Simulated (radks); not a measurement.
Task: All-electron atom: Se5+ in [Ar] 3d10 4s1. All-electron calculation, scalar-relativistic Kohn-Sham, LDA (Slater exchange, VWN5 correlation), spin-polarised, spherical densities, finite nucleus; open shells are filled with parallel spins first; Fermi nuclear charge, rms radius 4.14 fm. Program: a radial shooting solver on a logarithmic mesh with Libxc functionals. Some entries of the table are withheld. Estimate them.

| orbital | occ. | eigenvalue (eV) | <r> (bohr) | r(max) (bohr) |
|---|---|---|---|---|
| 1s up | 1 | -12554.80 | 0.04414 | 0.02884 |
| 1s down | 1 | -12554.66 | 0.04414 | 0.02884 |
| 2s up | 1 | -1674.550 | 0.1962 | 0.1647 |
| 2s down | 1 | -1674.463 | 0.1962 | 0.1647 |
| 2p up | 3 | -1482.958 | 0.1712 | 0.1317 |
| 2p down | 3 | -1482.867 | 0.1712 | 0.1317 |
| 3s up | 1 | -281.7944 | 0.5743 | 0.5025 |
| 3s down | 1 | -281.6058 | 0.5739 | 0.5025 |
| 3p up | 3 | -221.7816 | 0.5886 | 0.5000 |
| 3p down | 3 | -221.5621 | 0.5878 | 0.5000 |
| 3d up | 5 | -122.1551 | 0.6208 | 0.4501 |
| 3d down | 5 | -121.8343 | 0.6178 | 0.4498 |
| 4s up | 1 | -76.8392 | 1.531 | 1.389 |
| 4s down | 0 | -74.8174 | 1.532 | 1.382 |
| 4p up | 0 | (1) | 1.695 | 1.530 |
| 4p down | 0 | (2) | 1.705 | 1.527 |
| 4d up | 0 | -41.0609 | 2.127 | 1.919 |
| 4d down | 0 | -39.4634 | 2.177 | 1.950 |
| 5s up | 0 | -34.5555 | 3.069 | (3) |
| 5s down | 0 | -33.9983 | 3.112 | (4) |
| 4f up | 0 | -25.2027 | 2.883 | 2.516 |
| 4f down | 0 | -24.2498 | 3.019 | 2.658 |

Result: 
(1) 4p up eigenvalue (eV): -62.2933
(2) 4p down eigenvalue (eV): -60.2976
(3) 5s up r(max) (bohr): 3.002
(4) 5s down r(max) (bohr): 3.040
